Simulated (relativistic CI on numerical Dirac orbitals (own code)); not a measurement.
A reference radial Dirac CI calculation of Br III gave the lowest total energy -2601.71576 Ha in 11 SCF steps, from this input:

```
atom Br  Z=35  charge=2  electrons=33
nucleus A=79  rms_radius_fm=4.1629
hamiltonian dirac-coulomb  breit=on  qed=on  c_scale=1
orbitals kli  potential=per-configuration
slater_scale 1
correlation none
mixing on
grid step=0.0125 r_max=49.7
scf mixing=0.4 start=green max_iterations=150 tolerance=2e-08 node_fill=0.05
configurations
  [Ar] 3d10 4s2 4p3
end
```

One setting was then changed (and the iteration limit cut to 50), and the output read:

```
error: configuration [Ar] 3d10 4s2 4p3 has 33 electrons, the ion has 31
end: refused
```

Which setting was changed?
A. Breit term
B. charge
C. nuclear radius
D. node fill of the KLI weights

B. The charge 4. This setting is bad on purpose; its numbers may not be properties of the ion.
